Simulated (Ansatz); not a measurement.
Reaction (ligand exchange at the In–C bond): `C=[C](C)[InH2]` + `C=CC=N` → `C=C/C=[N]\[InH2]` + `C=CC`

Program: Ansatz. Geometries: PBE0-D4/def2-TZVP. ΔE: electronic, gas phase. CCSD(T)/CBS adds triple-zeta CCSD(T) − MP2 to the extrapolated MP2 energy (def2 sets, frozen cores). Functionals use def2-TZVPP. B3LYP here is the variant with VWN-RPA as its local correlation; programs differ in this. HSE06 is defined as in plane-wave codes. Elements past krypton have def2 core potentials. For In outer-core shells are correlated without core-valence functions, which leaves a few kJ/mol of doubt a bond. One conformer a species, not always the lowest.

`C=[C](C)[InH2]`:

Z-matrix (Å, degrees):
```
C
C 1 1.498
H 1 1.094 2 111.3
H 1 1.095 2 111.8 3 -120.9
H 1 1.095 2 111.3 3 118.2
In 2 2.148 1 121.8 3 -59.1
C 2 1.334 1 121.3 3 120.9
H 6 1.728 2 116.7 1 180.0
H 6 1.728 2 121.4 1 -0.0
H 7 1.086 2 122.6 1 -180.0
H 7 1.092 2 121.5 1 0.0
```

`C=CC=N`:

```xyz
9

C     0.531    0.975   -0.713
C     0.203   -0.308   -0.607
C    -0.281   -0.934    0.635
N    -0.949   -0.394    1.566
H     0.885    1.394   -1.647
H     0.476    1.648    0.137
H     0.324   -0.968   -1.461
H    -0.034   -1.993    0.754
H    -1.156    0.581    1.338
```

`C=C/C=[N]\[InH2]`:

Z-matrix (Å, degrees):
```
C
C 1 1.329
H 1 1.083 2 122.1
H 1 1.086 2 120.8 3 -180.0
C 2 1.467 1 122.7 3 -180.0
H 2 1.089 1 121.0 3 -0.0
N 5 1.254 2 127.3 1 -180.0
H 5 1.105 2 113.3 1 0.0
In 7 2.029 5 141.0 2 -0.1
H 9 1.713 7 115.0 5 95.3
H 9 1.713 7 115.0 5 -95.3
```

`C=CC`:

Cartesian coordinates in Å:
```
C 0.426 -0.394 -1.258
C -0.439 -0.035 -0.320
C -0.085 0.306 1.086
H 1.490 -0.465 -1.050
H 0.105 -0.630 -2.266
H -1.495 0.022 -0.577
H -0.395 1.327 1.333
H -0.598 -0.355 1.792
H 0.990 0.224 1.259
```

```json
{"level": "LDA (SPW92)", "ΔE (kJ/mol)": "-45.7", "difference from CCSD(T)/CBS": "-5.8"}
{"level": "PBE-D4", "ΔE (kJ/mol)": "-44.0", "difference from CCSD(T)/CBS": "-4.1"}
{"level": "revPBE-D4", "ΔE (kJ/mol)": "-42.6", "difference from CCSD(T)/CBS": "-2.7"}
{"level": "BLYP-D4", "ΔE (kJ/mol)": "-49.7", "difference from CCSD(T)/CBS": "-9.8"}
{"level": "r2SCAN-D4", "ΔE (kJ/mol)": "-46.7", "difference from CCSD(T)/CBS": "-6.8"}
{"level": "B97M-V", "ΔE (kJ/mol)": "-47.9", "difference from CCSD(T)/CBS": "-8.0"}
{"level": "PBE0-D4", "ΔE (kJ/mol)": "-39.4", "difference from CCSD(T)/CBS": "0.5"}
{"level": "B3LYP-D4", "ΔE (kJ/mol)": "-45.9", "difference from CCSD(T)/CBS": "-6.0"}
{"level": "r2SCANh-D4", "ΔE (kJ/mol)": "-44.7", "difference from CCSD(T)/CBS": "-4.8"}
{"level": "r2SCAN0-D4", "ΔE (kJ/mol)": "-42.0", "difference from CCSD(T)/CBS": "-2.1"}
{"level": "HSE06-D4", "ΔE (kJ/mol)": "-39.8", "difference from CCSD(T)/CBS": "0.1"}
{"level": "BHLYP-D4", "ΔE (kJ/mol)": "-42.8", "difference from CCSD(T)/CBS": "-2.9"}
{"level": "CAM-B3LYP-D4", "ΔE (kJ/mol)": "-44.6", "difference from CCSD(T)/CBS": "-4.7"}
{"level": "ωB97X-V", "ΔE (kJ/mol)": "-37.5", "difference from CCSD(T)/CBS": "2.4"}
{"level": "ωB97M-V", "ΔE (kJ/mol)": "-35.8", "difference from CCSD(T)/CBS": "4.1"}
{"level": "B2PLYP", "ΔE (kJ/mol)": "-45.9", "difference from CCSD(T)/CBS": "-6.0"}
{"level": "PBE-QIDH", "ΔE (kJ/mol)": "-38.3", "difference from CCSD(T)/CBS": "1.6"}
{"level": "PBE", "ΔE (kJ/mol)": "-45.4", "difference from CCSD(T)/CBS": "-5.5"}
{"level": "revPBE", "ΔE (kJ/mol)": "-45.3", "difference from CCSD(T)/CBS": "-5.4"}
{"level": "BLYP", "ΔE (kJ/mol)": "-52.7", "difference from CCSD(T)/CBS": "-12.8"}
{"level": "r2SCAN", "ΔE (kJ/mol)": "-46.9", "difference from CCSD(T)/CBS": "-7.0"}
{"level": "PBE0", "ΔE (kJ/mol)": "-40.6", "difference from CCSD(T)/CBS": "-0.7"}
{"level": "r2SCANh", "ΔE (kJ/mol)": "-44.9", "difference from CCSD(T)/CBS": "-5.0"}
{"level": "r2SCAN0", "ΔE (kJ/mol)": "-42.3", "difference from CCSD(T)/CBS": "-2.4"}
{"level": "HSE06", "ΔE (kJ/mol)": "-40.8", "difference from CCSD(T)/CBS": "-0.9"}
{"level": "CAM-B3LYP", "ΔE (kJ/mol)": "-45.8", "difference from CCSD(T)/CBS": "-5.9"}
{"level": "LC-ωPBE", "ΔE (kJ/mol)": "-38.5", "difference from CCSD(T)/CBS": "1.4"}
{"level": "RPA@PBE/def2-TZVPP", "ΔE (kJ/mol)": "-34.3", "difference from CCSD(T)/CBS": "5.6"}
{"level": "MP2/def2-SVP", "ΔE (kJ/mol)": "-41.0", "difference from CCSD(T)/CBS": "-1.1"}
{"level": "CCSD/def2-SVP", "ΔE (kJ/mol)": "-39.3", "difference from CCSD(T)/CBS": "0.6"}
{"level": "CCSD(T)/def2-SVP", "ΔE (kJ/mol)": "-40.4", "difference from CCSD(T)/CBS": "-0.5"}
{"level": "HF/def2-TZVPP", "ΔE (kJ/mol)": "-44.4", "difference from CCSD(T)/CBS": "-4.5"}
{"level": "MP2/def2-TZVPP", "ΔE (kJ/mol)": "-36.3", "difference from CCSD(T)/CBS": "3.6"}
{"level": "SCS-MP2/def2-TZVPP", "ΔE (kJ/mol)": "-37.7", "difference from CCSD(T)/CBS": "2.2"}
{"level": "CCSD/def2-TZVPP", "ΔE (kJ/mol)": "-35.8", "difference from CCSD(T)/CBS": "4.1"}
{"level": "CCSD(T)/def2-TZVPP", "ΔE (kJ/mol)": "-36.3", "difference from CCSD(T)/CBS": "3.6"}
{"level": "HF/def2-QZVPP", "ΔE (kJ/mol)": "-45.4", "difference from CCSD(T)/CBS": "-5.5"}
{"level": "MP2/def2-QZVPP", "ΔE (kJ/mol)": "-38.8", "difference from CCSD(T)/CBS": "1.1"}
{"level": "SCS-MP2/def2-QZVPP", "ΔE (kJ/mol)": "-40.0", "difference from CCSD(T)/CBS": "-0.1"}
{"level": "HF/CBS(def2)", "ΔE (kJ/mol)": "-45.5", "difference from CCSD(T)/CBS": "-5.6"}
{"level": "CCSD(T)/CBS", "ΔE (kJ/mol)": "-39.9", "difference from CCSD(T)/CBS": "0"}
```

Largest T1 diagnostic among the species: 0.017.

In def2-TZVPP, CCSD(T) changes the Hartree–Fock value by +8.1 kJ/mol (the triples alone add −0.5 kJ/mol) and MP2 by +8.0 kJ/mol. From r2SCAN to r2SCAN0 (25 % exact exchange), in def2-TZVPP and without D4, ΔE moves by +4.6 kJ/mol. Leaving LDA and LC-ωPBE aside and taking each functional with its dispersion term where it has one, the values spread over 13.8 kJ/mol, from BLYP-D4 to ωB97M-V.

CCSD(T)/CBS has its own doubt, a few kJ/mol and more with outer-core shells, so smaller differences from it don't rank the levels.
